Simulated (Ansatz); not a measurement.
Mulliken charges of `[OH][Al]([OH])[Br]` from PBE/def2-TZVPP in Ansatz (PBE0-D4/def2-TZVP geometry).

```csv
atom,x (Å),y (Å),z (Å),charge (e)
O1,-0.080,1.421,-0.825,-0.355
Al2,-0.030,-0.054,-0.022,0.583
O3,1.110,-0.255,1.196,-0.355
Br4,-1.451,-1.714,-0.562,-0.241
H5,-0.702,1.604,-1.527,0.183
H6,1.195,-1.066,1.693,0.183
```

Question: By hand: the dipole of these point charges (1 e Å = 4.8032 D).

Answer: Σ q r = (0.057, 0.066, 0.021) e Å, of length 0.090 e Å = 0.43 D.

Question: How does the dipole of the full density compare? (Best estimate.)

Answer: Computed: (-0.091, -0.107, -0.035) e Å, 0.70 D; the point charges give 0.61 times that, at 179° from its direction, so they point the opposite way.

Point charges leave out the atoms' own dipoles, such as those of lone pairs, and Mulliken's split depends on the basis, so the two needn't agree.
